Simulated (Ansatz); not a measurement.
Calculated with Ansatz (gas phase, PBE0-D4/def2-TZVP geometries, no zero-point term in ΔE). CCSD(T)/CBS is the MP2 limit (def2-TZVPP, def2-QZVPP) plus CCSD(T) − MP2 in def2-TZVPP, frozen cores. This one scheme is used for every species. Functionals use def2-TZVPP. B3LYP here is the variant with VWN-RPA as its local correlation; programs differ in this. One conformer a species, not always the lowest.

Reaction (hydrogenolysis of a C–B bond): `C=C(Cl)BOC` + H₂ → `C=CCl` + `BOC`

`C=C(Cl)BOC`:

Cartesian coordinates in Å:
```
C -2.411 -0.166 0.866
C -1.092 -0.254 1.022
Cl -0.436 -0.714 2.564
B -0.114 0.046 -0.147
O 1.207 -0.053 0.044
C 2.142 0.208 -0.980
H -2.805 0.122 -0.102
H -3.116 -0.370 1.664
H -0.564 0.365 -1.216
H 1.646 0.492 -1.912
H 2.742 -0.689 -1.146
H 2.802 1.015 -0.657
```

H₂:

Z-matrix (Å, degrees):
```
H
H 1 0.746
```

`C=CCl`:

```xyz
6

C    -0.696   -0.012    0.246
C     0.586   -0.059   -0.064
Cl    1.230    0.555   -1.537
H    -1.433    0.423   -0.417
H    -1.030   -0.419    1.192
H     1.343   -0.488    0.580
```

`BOC`:

Cartesian coordinates in Å:
```
B 1.191 -0.543 0.327
O 0.201 0.303 0.636
C -0.934 0.472 -0.189
H 1.136 -1.195 -0.684
H 2.107 -0.609 1.094
H -0.880 -0.169 -1.074
H -1.828 0.225 0.387
H -0.994 1.517 -0.498
```

Problem. Is it downhill or uphill in electronic energy at CCSD(T)/CBS, and by how much? (Best estimate.)

Solution. The calculation gave: Uphill: ΔE = +9.9 kJ/mol.

Problem. What do these levels give: B3LYP-D4, ωB97X-V, ωB97M-V, B2PLYP, HF/def2-TZVPP, MP2/def2-TZVPP, SCS-MP2/def2-TZVPP, CCSD/def2-TZVPP, MP2/def2-QZVPP, SCS-MP2/def2-QZVPP, HF/CBS(def2), CCSD/CBS(def2)? (Estimate.)

Solution. Ansatz gave: B3LYP-D4 9.8, ωB97X-V 6.2, ωB97M-V 8.6, B2PLYP 4.0, HF/def2-TZVPP -14.6, MP2/def2-TZVPP 13.9, SCS-MP2/def2-TZVPP 6.6, CCSD/def2-TZVPP 2.6, MP2/def2-QZVPP 14.7, SCS-MP2/def2-QZVPP 7.4, HF/CBS(def2) -14.8, CCSD/CBS(def2) 4.2 kJ/mol.

Largest T1 diagnostic among the species: 0.014.

The D4 term adds +11.2 kJ/mol with B3LYP and +6.4 kJ/mol with PBE0; it sums over pairs of atoms, weighted by their polarisabilities, and B3LYP, whose exchange is more repulsive, gets the larger term. In def2-TZVPP, CCSD(T) changes the Hartree–Fock value by +22.9 kJ/mol (the triples alone add +5.7 kJ/mol) and MP2 by +28.5 kJ/mol. From PBE to PBE0 (25 % exact exchange), in def2-TZVPP and without D4, ΔE moves by −3.3 kJ/mol.
